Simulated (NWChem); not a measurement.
Species: CBr₂Cl₂; SMILES BrC(Cl)(Br)Cl

```xyz
5

Cl     0.0000    -1.4436    -1.4163
C      0.0000     0.0000    -0.4047
Cl     0.0000     1.4436    -1.4163
Br     1.5842     0.0000     0.7226
Br    -1.5842     0.0000     0.7226
```
Atoms are numbered in this order, from 1.

All runs: NWChem. Medium grid unless said otherwise, to which SCAN and Minnesota functionals are sensitive. Structure relaxed at the PBE0/def2-SVP level. B3LYP is NWChem's, with the RPA form of VWN correlation.

Q: Order these by “orbital gap (eV)”, lowest first: PBE0/def2-TZVPD; Hartree-Fock/def2-TZVPD; PBE/def2-TZVPD; M06-2X/def2-TZVPD.

A: PBE/def2-TZVPD (3.83), PBE0/def2-TZVPD (6.09), M06-2X/def2-TZVPD (8.24), Hartree-Fock/def2-TZVPD (12.39)
